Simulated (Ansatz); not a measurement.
Cost and result for the atomization energy of Br2GaHS (`[SH][Ga]([Br])[Br]`) (5 atoms, 4 bonds).

Charge 0, multiplicity 1. Correlated methods include outer-core shells of Br, Ga, which these sets cover unevenly. Scalar relativity is left out up to krypton. The geometry is a stationary point of PBE0-D4/def2-TZVP. It is one conformer, not always the lowest. Program: Ansatz. All runs use 4 threads of an Intel Xeon Platinum 8559C on a shared host. Times are those of one run each, without the atoms' runs, and a repeat can differ threefold. Electronic energies, without spin–orbit coupling; frozen cores. CCSD(T)/CBS adds CCSD(T) − MP2 in def2-TZVPP to the MP2 limit, and its time is that of the two runs behind it. T1 = 0.010. With those shells the extrapolation isn't a true limit. HSE06 is the plane-wave form, built on full-range PBE exchange.

CCSD(T)/CBS is a level of theory with its own doubt, some kJ/mol a heavy atom from the limit and from the frozen cores, so smaller differences don't rank the functionals.

```csv
level,functions,wall time
LDA (SPW92)/def2-TZVPP,200,1.6 s
BLYP-D4/def2-TZVPP,200,2 s
PBE-D4/def2-TZVPP (with forces),200,2.1 s
BHLYP-D4/def2-TZVPP,200,3 s
CAM-B3LYP-D4/def2-TZVPP,200,3.4 s
HSE06-D4/def2-TZVPP,200,3.8 s
B2PLYP/def2-TZVPP,200,4 s
B97M-V/def2-TZVPP,200,5.5 s
CCSD(T)/def2-SVP,119,6 s
ωB97M-V/def2-TZVPP (with forces),200,7.5 s
MP2/def2-QZVPP,367,13 s
CCSD(T)/def2-TZVPP,200,59 s
CCSD(T)/CBS(def2),–,72 s
```

Task: What atomization energy does each give, and how far from CCSD(T)/CBS? (Best estimate.)

Result: Ansatz gave: 
```csv
level,atomization (kJ/mol),difference from CCSD(T)/CBS,per bond
LDA (SPW92)/def2-TZVPP,1525.6,191.1,47.8
BLYP-D4/def2-TZVPP,1264.2,-70.3,-17.6
PBE-D4/def2-TZVPP (with forces),1332.5,-2.0,-0.5
BHLYP-D4/def2-TZVPP,1259.9,-74.6,-18.7
CAM-B3LYP-D4/def2-TZVPP,1279.8,-54.7,-13.7
HSE06-D4/def2-TZVPP,1322.0,-12.5,-3.1
B2PLYP/def2-TZVPP,1279.4,-55.1,-13.8
B97M-V/def2-TZVPP,1325.5,-9.0,-2.2
CCSD(T)/def2-SVP,1219.2,-115.3,-28.8
ωB97M-V/def2-TZVPP (with forces),1304.1,-30.4,-7.6
MP2/def2-QZVPP,1366.0,31.5,7.9
CCSD(T)/def2-TZVPP,1292.4,-42.1,-10.5
CCSD(T)/CBS(def2),1334.5,0.0,0.0
```

At CCSD(T), def2-SVP lies −115.3 kJ/mol from the extrapolated value and def2-TZVPP −42.1 kJ/mol: correlation converges slowly with the basis, and small sets miss more of it in the bonded molecule than in its fragments. From PBE to PBE0 (25 % exact exchange), in def2-TZVPP and without D4, the atomization energy moves by −9.5 kJ/mol: exact exchange takes away binding that semilocal exchange gives to molecules. In def2-TZVPP, CCSD(T) changes the Hartree–Fock value by +348.4 kJ/mol (the triples alone add +33.2 kJ/mol) and MP2 by +399.0 kJ/mol; breaking electron pairs costs correlation energy, which Hartree–Fock lacks.
